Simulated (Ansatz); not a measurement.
Program: Ansatz 0.2.0.

`[AlH2][SiH2]C[SiH3]` at its PBE0-D4/def2-TZVP geometry, where that method's forces vanish. Total charge 0; spin multiplicity 1.

```
atom   x (Å)   y (Å)   z (Å)
 Al1   0.287  -1.975   0.251
 Si2   1.530   0.144   0.036
  C3   0.127   1.230  -0.668
 Si4  -1.390   0.649   0.222
  H5  -0.017  -2.671   1.647
  H6  -0.064  -2.730  -1.108
  H7   1.972   0.758   1.322
  H8   2.704   0.168  -0.884
  H9   0.016   1.011  -1.735
 H10   0.296   2.304  -0.555
 H11  -1.345   0.941   1.676
 H12  -2.708   1.049  -0.338
 H13  -1.410  -0.879   0.135
```

(1) For each bond, give half the difference of the two atoms' forces along it (eV/Å; positive pushes the atoms apart) under PBE-D4, r2SCAN-D4, B3LYP-D4, ωB97M-V in def2-TZVPP. (Estimate.)

## Answers

(1) The calculation gave: 
```tsv
bond	length (Å)	PBE-D4	r2SCAN-D4	B3LYP-D4	ωB97M-V
Al1–Si2	2.466	-0.08	0.02	0.13	0.07
Al1–H5	1.589	0.06	-0.02	-0.09	-0.11
Al1–H6	1.593	0.07	-0.02	-0.10	-0.11
Si2–C3	1.909	0.05	0.06	0.14	0.08
Si2–H7	1.492	0.08	-0.02	-0.09	-0.10
Si2–H8	1.492	0.09	-0.03	-0.12	-0.12
C3–Si4	1.853	0.02	0.01	0.15	0.09
C3–H9	1.095	0.10	-0.01	-0.06	-0.04
C3–H10	1.092	0.10	-0.01	-0.06	-0.05
Si4–H11	1.483	0.07	-0.02	-0.08	-0.10
Si4–H12	1.486	0.08	-0.03	-0.16	-0.17
Si4–H13	1.531	0.08	-0.01	-0.08	-0.09
```

B3LYP here is the variant with VWN-RPA as its local correlation; programs differ in this.
